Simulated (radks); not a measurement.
The numbers below are computed, except where a source is named.
Charge is removed step by step from the 4s level of the rubidium ion Rb3+, starting from [Ar] 3d10 4s2 4p4. Level of theory: scalar-relativistic Kohn-Sham, SCAN, spin-unpolarised, spherical densities, finite nucleus; meta-GGA in the generalised Kohn-Sham scheme; Fermi nuclear charge, rms radius 4.2036 fm (a radial shooting solver on a logarithmic mesh with Libxc functionals).

| removed (e) | E - E(0) (eV) | eigenvalue (eV) | E minus straight line (eV) |
|---|---|---|---|
| 0 | 0.000 | -65.159 | 0.000 |
| 0.25 | 16.750 | -68.868 | -1.405 |
| 0.5 | 34.432 | -72.613 | -1.879 |
| 0.75 | 53.053 | -76.388 | -1.413 |
| 1 | 72.622 | -80.189 | 0.000 |

Removing the whole electron costs 72.622 eV by Delta-SCF, against 65.159 eV from minus the eigenvalue at the starting occupation. Slater's transition state (half an electron removed) gives 72.613 eV. Integrating minus the eigenvalue over the occupation (Janak's theorem) gives 72.633 eV. In this scalar-relativistic scheme the density is built from large components alone, so the theorem holds only approximately. The mean slope of the eigenvalue, de/dn, is 15.0 eV per electron.
